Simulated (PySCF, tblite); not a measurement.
Isomers of C3H5F2OSi (doublet state), one GFN2-xTB conformer each. Single-point energies are computed at B3LYP/pcH-1 (PySCF, gas phase, no added dispersion term), electronic only. GFN2-xTB treats the open shell by occupation alone, and not every SCF solution was tested for stability.

Question: Rank them by B3LYP/pcH-1 energy, lowest first (kcal/mol).
A. `[H]/[C:1]=[CH:2]\[O:3][SiH2:4][CH:5]([F:6])[F:7]` (doublet state) with C1–C2–O3–Si4 -175°, C2–O3–Si4–C5 179°, O3–Si4–C5–F6 157°
B. `[CH2:1]=[CH:2][O:3][SiH:4][CH:5]([F:6])[F:7]` (doublet state) with C1–C2–O3–Si4 -3°, C2–O3–Si4–C5 -178°, O3–Si4–C5–F6 79°

Answer: B (0.0), A (26.4).

GFN2-xTB itself gives, in the same order: 0.0, 24.4. Both levels put the same isomer lowest.

Q: What happens when harmonic zero-point energies from GFN2-xTB frequencies are added?

A: 
```
                SMILES  ZPE (kcal/mol)  electronic (kcal/mol)  with ZPE (kcal/mol)
        C=CO[SiH]C(F)F            46.8                    0.0                  0.0
[H]/[C]=C\O[SiH2]C(F)F            43.5                   26.4                 23.2
```

The zero-point energies span 3.3 kcal/mol. The order is unchanged.
